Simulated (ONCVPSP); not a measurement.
**holmium: one change to an ONCV potential, before and after**

| Property | Result |
| --- | --- |
| Element | holmium |
| Generator | ONCVPSP 4.0.1 |
| Type | optimised norm-conserving Vanderbilt (ONCV) |
| Functional | BLYP |
| Relativity | fully relativistic |
| Frozen core | [Xe] 4f10 |
| Valence charge | 3 |
| Reference configuration | 5d1 (charge +2) |
| Partial waves | s scattering state at 0.41 Ha: rc 2.25 bohr, ncon 4, nbas 7, qcut 2.4 1/bohr, 2 projectors, debl 3.8 Ha; p scattering state at 0.4 Ha: rc 2.60 bohr, ncon 3, nbas 7, qcut 3.1 1/bohr, 2 projectors, debl 2.5 Ha; 5d: rc 2.80 bohr, ncon 4, nbas 9, qcut 6.2 1/bohr, 1 projector; f scattering state at 0.31 Ha: rc 3.00 bohr, ncon 5, nbas 9, qcut 3.9 1/bohr, 2 projectors, debl 3.7 Ha |
| Local potential | polynomial inside 1.70 bohr (lpopt 5, dvloc0 1 Ha) |
| Core correction | none |

Open shells are filled in proportion to 2j + 1.

In the s channel the program set the typed energies aside and used 0.050, 3.850 Ha. In the p channel the program set the typed energies aside and used 0.050, 2.550 Ha (j = l + 1/2; the other j can differ).

Change: local potential polynomial inside 1.70 bohr (lpopt 5, dvloc0 0.5 Ha).

Cutoffs: the cutoffs (Ha) at which the residual kinetic energy of the hardest occupied pseudo-wave falls to 1 and 0.1 mHa per electron; they do not see the model core or the augmentation charge, which bear on the density cutoff. Errors are all-electron minus pseudo energies relative to the spin-unpolarised reference configuration.

**Question.** What does the change do?

**Answer.** The potential gets neither clearly harder nor softer (10 Ha and 12 Ha → 10 Ha and 12 Ha); the errors of the 3 common tests hardly move; the range in which the f5/2 phases agree widens (upper end 2.1 → at the end of the scan); neither file shows a bound ghost.

```tsv
quantity	base	changed
cutoff, loose	10 Ha	10 Ha
cutoff, tight	12 Ha	12 Ha
bound ghosts	none	none
GHOST(+) flags under 300 eV	s at 17.3 eV, p3/2 at 42.5 eV, p1/2 at 46.2 eV, s at 157.1 eV	s at 12.9 eV, p3/2 at 32.0 eV, p1/2 at 42.2 eV, s at 152.9 eV
tests counted as reliable (solved cleanly; for ONCVPSP, near-neutral configurations with less than one 5d electron left out)	3 of 4	3 of 4
error for 5d1 6s1, meV [ΔE -12.71 eV]	+479	+495
error for 5d1 6s1.5, meV [ΔE -16.83 eV]	+792	+816
error for 5d2, meV [ΔE -10.92 eV]	+174	+174
s: phases at 2.29 bohr within 0.05 rad from the reference energy up to (Ha; the scan ends near 5)	0.5	0.3
p3/2: phases at 2.64 bohr within 0.05 rad from the reference energy up to (Ha; the scan ends near 5)	1.1	0.8
p1/2: phases at 2.64 bohr within 0.05 rad from the reference energy up to (Ha; the scan ends near 5)	n/a	n/a
d5/2: phases at 2.84 bohr within 0.05 rad from the reference energy up to (Ha; the scan ends near 5)	0.7	0.6
d3/2: phases at 2.84 bohr within 0.05 rad from the reference energy up to (Ha; the scan ends near 5)	0.7	0.7
f7/2: phases at 3.05 bohr within 0.05 rad from the reference energy up to (Ha; the scan ends near 5)	1.8	1.8
f5/2: phases at 3.05 bohr within 0.05 rad from the reference energy up to (Ha; the scan ends near 5)	2.1	to the end of the scan
```

Base: The cutoffs count occupied waves only; projector 2 of the f channel, the hardest unoccupied one, needs 42 Ha at the loose tolerance. Changed file: The cutoffs count occupied waves only; projector 2 of the f channel, the hardest unoccupied one, needs 42 Ha at the loose tolerance.
